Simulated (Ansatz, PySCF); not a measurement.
H6Si3, SMILES [SiH2]1[SiH2][SiH2]1.

Geometry: PBE0-D3(BJ)/def2-SVP.

Vertical ionisation energy (IE) and electron affinity (EA) in eV. Rows of orbital energies are one-electron estimates. Where ΔSCF, EOM or ADC give a negative EA the extra electron is unbound and the value depends on the basis.

```json
[
 {"level": "−ε(HOMO), −ε(LUMO), CAM-B3LYP/def2-TZVPD (PySCF)", "IE": "8.09", "EA": "-0.02"},
 {"level": "−ε(HOMO), −ε(LUMO), PBE/def2-TZVPD (PySCF)", "IE": "5.97", "EA": "2.05"},
 {"level": "ΔSCF, CAM-B3LYP/def2-SVPD (Ansatz), final states of multiplicity 2 and 2", "IE": "8.84", "EA": "-0.77"},
 {"level": "ΔSCF, PBE/def2-SVPD (Ansatz), final states of multiplicity 2 and 2", "IE": "___", "EA": "___"}
]
```

Task: Complete the blanks. (The exact figures need the calculation; the answer reports its results.)

Result: 
- ΔSCF, PBE/def2-SVPD (Ansatz, a program for electronic structure), final states of multiplicity 2 and 2, IE: 8.71
- ΔSCF, PBE/def2-SVPD (Ansatz), final states of multiplicity 2 and 2, EA: -0.48

Task: What vertical singlet–triplet gap does ΔSCF give with CAM-B3LYP/def2-SVPD (Ansatz) and with PBE/def2-SVPD (Ansatz)? (An estimate is asked for; the answer gives what the named calculation found.)

Result: 4.22 and 3.84 eV (triplet above singlet where positive).
